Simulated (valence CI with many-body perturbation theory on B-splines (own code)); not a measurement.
# Sm LVII: electric-dipole lines

Computed by relativistic CI+MBPT: four valence electrons over a frozen Dirac-Fock core [He], radial functions for each j: 11 s, 11 p, 10 d, 8 f, 5 g, 2 h, with the one-electron correlation potential Σ1, the two-electron term Σ2, the three-electron term Σ3, Breit, model QED; selected CI, second order for the rest, scaled by the run's own slope (own B-spline code, finite nucleus).

The last digits are not significant, and no measured levels were compared; by estimate large intervals hold to a few tenths of a per cent, small ones and those within an open d or f shell to about a per cent. Among the levels kept, up to 900 cm⁻¹ of a level comes from second order outside the variational space, and about a tenth of that is noise between levels of different J, which matters for small intervals.

Lines 51 to 100 of 552 in falling wavelength, among levels below 72717 × 10³ cm⁻¹, chosen from the strongest by gf and those to the six lowest levels. Wavelengths and rates use the calculated energies. Electric multipoles are in the length gauge with retardation, E1 and E2 with the static RPA response of the core. Weak lines are less certain than strong ones. Lines between different terms over intervals too small for the method are left out, as are lines whose strength nearly cancels. The highest levels of a list are the least certain.

Levels are named by their leading jj configuration (3d3/2^4 stands for four electrons in 3d with j = 3/2), which in mixed levels can hold well under half, so a name can repeat and another be missing. Letters in brackets count levels of one name in rising energy.

```csv
λ vac (nm),Upper,Lower,A (s⁻¹),log gf,Branch %
5.094,(2p1/2 2p3/2^2 3d3/2) J=1 [b],(2p1/2 2p3/2^2 3p1/2) J=2 [b],1.13e+11,-0.88,0.0
5.092,(2p1/2^2 2p3/2 3d3/2) J=2,(2p1/2^2 2p3/2 3p1/2) J=2,8.40e+10,-0.79,0.1
5.077,(2s 2p1/2 2p3/2 3d3/2) J=2 [d],(2s 2p1/2 2p3/2 3p1/2) J=1 [c],8.16e+10,-0.80,0.0
5.066,(2s^2 2p1/2 3d3/2) J=1,(2s^2 2p1/2 3p1/2) J=0,1.03e+11,-0.93,0.0
5.046,(2s 2p3/2^2 3d3/2) J=3 [a],(2s 2p3/2^2 3p1/2) J=3,3.96e+10,-0.98,0.0
5.042,(2s 2p1/2 2p3/2 3p3/2) J=1 [a],(2s 2p1/2 2p3/2 3s) J=1 [a],1.19e+11,-0.87,0.0
5.024,(2p1/2 2p3/2^2 3d3/2) J=3 [a],(2s 2p3/2^2 3d3/2) J=2 [a],8.30e+10,-0.66,0.1
5.015,(2s 2p1/2 2p3/2 3d3/2) J=2 [a],(2s 2p1/2 2p3/2 3p1/2) J=2 [a],7.20e+10,-0.87,0.0
5.010,(2p1/2 2p3/2^2 3p3/2) J=1 [a],(2p1/2 2p3/2^2 3s) J=1 [a],1.12e+11,-0.90,0.0
5.001,(2p1/2^2 2p3/2 3d3/2) J=1,(2p1/2^2 2p3/2 3p1/2) J=1,1.19e+11,-0.87,0.1
4.994,(2s 2p1/2^2 3p3/2) J=1,(2s 2p1/2^2 3s) J=0,1.59e+11,-0.75,0.1
4.983,(2s 2p3/2^2 3d3/2) J=3 [a],(2s 2p3/2^2 3p1/2) J=2 [a],5.22e+10,-0.87,0.0
4.959,(2p1/2^2 2p3/2 3d3/2) J=3,(2p1/2^2 2p3/2 3p1/2) J=2,1.02e+11,-0.58,0.7
4.947,(2s^2 2p3/2 3d3/2) J=2,(2s^2 2p3/2 3p1/2) J=2,8.31e+10,-0.82,0.0
4.934,(2s 2p1/2 2p3/2 3d3/2) J=2 [c],(2s 2p1/2 2p3/2 3p1/2) J=1 [b],7.09e+10,-0.89,0.0
4.928,(2p1/2^2 2p3/2 3p3/2) J=3,(2p1/2^2 2p3/2 3s) J=2,1.18e+11,-0.52,0.1
4.922,(2p1/2 2p3/2^2 3d3/2) J=4,(2p1/2 2p3/2^2 3p1/2) J=3,1.39e+11,-0.34,2.4
4.922,(2s 2p1/2^2 3d3/2) J=1,(2s 2p1/2^2 3p1/2) J=0,1.12e+11,-0.92,0.1
4.914,(2p1/2 2p3/2^2 3p3/2) J=3 [b],(2p1/2 2p3/2^2 3s) J=3,1.53e+11,-0.41,0.1
4.900,(2s^2 2p3/2 3d3/2) J=2,(2s^2 2p3/2 3p1/2) J=1,8.22e+10,-0.83,0.0
4.898,(2s 2p3/2^2 3d3/2) J=2 [b],(2s 2p3/2^2 3p1/2) J=2 [b],6.61e+10,-0.93,0.0
4.897,(2p1/2 2p3/2^2 3p3/2) J=4,(2p1/2 2p3/2^2 3s) J=3,1.86e+11,-0.22,0.1
4.884,(2s 2p3/2^2 3p3/2) J=1 [b],(2s 2p3/2^2 3s) J=0,1.46e+11,-0.81,0.1
4.881,(2s 2p3/2^2 3d3/2) J=4,(2s 2p3/2^2 3p1/2) J=3,1.61e+11,-0.29,0.0
4.870,(2s 2p3/2^2 3p3/2) J=3 [b],(2s 2p3/2^2 3s) J=2 [b],2.71e+11,-0.17,0.2
4.855,(2s 2p3/2^2 3d3/2) J=2 [b],(2s 2p3/2^2 3p1/2) J=1 [a],9.14e+10,-0.79,0.0
4.853,(2s 2p3/2^2 3d3/2) J=3 [b],(2s 2p3/2^2 3p1/2) J=2 [b],1.72e+11,-0.37,0.0
4.851,(2s 2p1/2 2p3/2 3d3/2) J=4,(2s 2p1/2 2p3/2 3p1/2) J=3,1.32e+11,-0.38,10.9
4.844,(2s 2p1/2 2p3/2 3d3/2) J=3 [a],(2s 2p1/2 2p3/2 3p1/2) J=2 [a],1.50e+11,-0.43,0.1
4.840,(2s 2p1/2 2p3/2 3d3/2) J=3 [c],(2s 2p1/2 2p3/2 3p1/2) J=2 [c],1.39e+11,-0.47,0.7
4.832,(2s 2p3/2^2 3p3/2) J=3 [a],(2s 2p3/2^2 3s) J=3,9.67e+10,-0.63,0.1
4.829,(2s^2 2p3/2 3d3/2) J=3,(2s^2 2p3/2 3p1/2) J=2,1.72e+11,-0.38,0.0
4.826,(2s 2p1/2 2p3/2 3d3/2) J=2 [a],(2s 2p1/2 2p3/2 3p1/2) J=1 [a],8.55e+10,-0.83,0.0
4.820,(2s 2p1/2 2p3/2 3p3/2) J=2 [a],(2s 2p1/2 2p3/2 3s) J=1 [a],1.15e+11,-0.70,0.1
4.820,(2s^2 2p1/2 3d3/2) J=2,(2s^2 2p1/2 3p1/2) J=1,1.68e+11,-0.53,0.1
4.814,(2s 2p3/2^2 3d3/2) J=2 [a],(2s 2p3/2^2 3p1/2) J=3,6.04e+10,-0.98,0.0
4.814,(2s 2p1/2 2p3/2 3p3/2) J=3 [c],(2s 2p1/2 2p3/2 3s) J=2 [c],1.96e+11,-0.32,0.2
4.808,(2p1/2 2p3/2^2 3p3/2) J=3 [a],(2p1/2 2p3/2^2 3s) J=2 [a],2.16e+11,-0.28,0.1
4.801,(2s 2p1/2^2 3d3/2) J=2,(2s 2p1/2^2 3p1/2) J=1,1.54e+11,-0.57,0.1
4.797,(2s^2 2p3/2 3p3/2) J=1,(2s^2 2p3/2 3s) J=1,1.85e+11,-0.72,0.4
4.792,(2s 2p1/2 2p3/2 3d3/2) J=1 [a],(2s 2p1/2 2p3/2 3p1/2) J=1 [a],1.42e+11,-0.83,0.1
4.787,(2s 2p3/2^2 3p3/2) J=4,(2s 2p3/2^2 3s) J=3,2.71e+11,-0.08,17.6
4.786,(2p1/2^2 2p3/2 3p1/2) J=2,(2s 2p1/2 2p3/2 3p1/2) J=2 [b],6.09e+10,-0.98,0.0
4.772,(2p1/2^2 2p3/2 3p3/2) J=2,(2p1/2^2 2p3/2 3s) J=1,6.97e+10,-0.92,0.0
4.763,(2p1/2 2p3/2^2 3p3/2) J=2 [a],(2p1/2 2p3/2^2 3s) J=2 [a],7.60e+10,-0.89,0.0
4.756,(2s 2p3/2^2 3d3/2) J=2 [a],(2s 2p3/2^2 3p1/2) J=2 [a],1.12e+11,-0.72,0.1
4.754,(2s^2 2p3/2 3p3/2) J=3,(2s^2 2p3/2 3s) J=2,2.79e+11,-0.18,3.8
4.752,(2s 2p3/2^2 3d3/2) J=2 [c],(2s 2p3/2^2 3p1/2) J=1 [b],1.28e+11,-0.66,0.0
4.745,(2s 2p3/2^2 3d3/2) J=1 [a],(2s 2p3/2^2 3p1/2) J=2 [a],2.13e+11,-0.67,0.1
4.745,(2p1/2 2p3/2^2 3p3/2) J=1 [c],(2p1/2 2p3/2^2 3s) J=0,1.79e+11,-0.74,0.1
```
